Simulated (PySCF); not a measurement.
Q: Write a Z-matrix for ethylcyclopentane (`CCC1CCCC1`) as optimised with PBE0-D3(BJ)/def2-SVP.

A: 
Z-matrix in Å and degrees, rows numbered from 1:
```
C 
C   1  1.5208
C   2  1.5238  1  113.99
C   3  1.5343  2  113.97  1   173.61
C   4  1.5235  3  103.98  2   157.62
C   5  1.5288  4  102.70  3   -42.20
C   6  1.5411  5  104.91  4    36.19
H   1  1.1015  2  111.54  3    58.98
H   1  1.1020  2  111.15  3   -60.71
H   1  1.1006  2  111.62  3   179.18
H   2  1.1040  1  109.44  3   122.22
H   2  1.1054  1  109.81  3  -122.08
H   3  1.1053  2  107.70  1    54.47
H   4  1.1051  3  109.61  2    40.43
H   4  1.1011  3  112.66  2   -78.65
H   5  1.1008  4  113.75  3  -165.06
H   5  1.1039  4  109.66  3    74.99
H   6  1.1024  5  109.05  4   -81.53
H   6  1.1004  5  113.25  4   159.94
H   7  1.1021  3  111.12  2   -13.59
H   7  1.1006  3  110.85  2   104.18
```

Of the pairs four or more bonds apart, C7···H8 is among the closest relative to their van der Waals radii: 2.87 Å, 99 % of the sum of Bondi's values. The 5-membered ring C3–C4–C5–C6–C7 has internal angles of 102.7° to 106.3°; it is puckered, 0.18 Å rms from its mean plane, widest ring torsion 42°. The 7 C–C bonds span 1.521 Å (C1–C2, drawn single) to 1.551 Å (C3–C7, drawn single), a spread of 0.030 Å.

Method: PBE0-D3(BJ)/def2-SVP geometry optimisation, gas phase in PySCF.

Point group: C1 (no symmetry element, even within 0.4 Å). No PBE0-D3(BJ)/def2-SVP frequencies stand behind this structure, so it isn't proved a minimum. The numbers are those of one conformer (C1–C2–C3–C4 174°, C2–C3–C4–C5 158°, C3–C4–C5–C6 -42°, C4–C5–C6–C7 36°, C5–C6–C7–C3 -17°).
